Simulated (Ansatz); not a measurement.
FGaH$_{2}$SSe (`[F][Ga]([SH])[SeH]`) at its PBE0-D4/def2-TZVP geometry, where that method's forces vanish. The species carries charge 0 and has multiplicity 1.

```xyz
6

F     1.5254   -0.9216    1.1991
Ga    0.2498   -0.2971    0.1729
S    -0.0679    1.8629    0.2370
Se   -0.8896   -1.8571   -1.0809
H     0.9209    2.0210    1.1353
H    -1.7385   -0.8081   -1.6635
```

(1) What forces (eV/Å) does ωB97M-V/def2-TZVPP give on these atoms in Ansatz? (Best estimate.)

Results:

(1) Ansatz gave: 
```
F1   0.051 -0.023  0.042
Ga2 -0.100  0.013 -0.086
S3   0.079 -0.033  0.064
Se4 -0.020  0.127  0.002
H5  -0.071 -0.011 -0.064
H6   0.061 -0.074  0.042
```
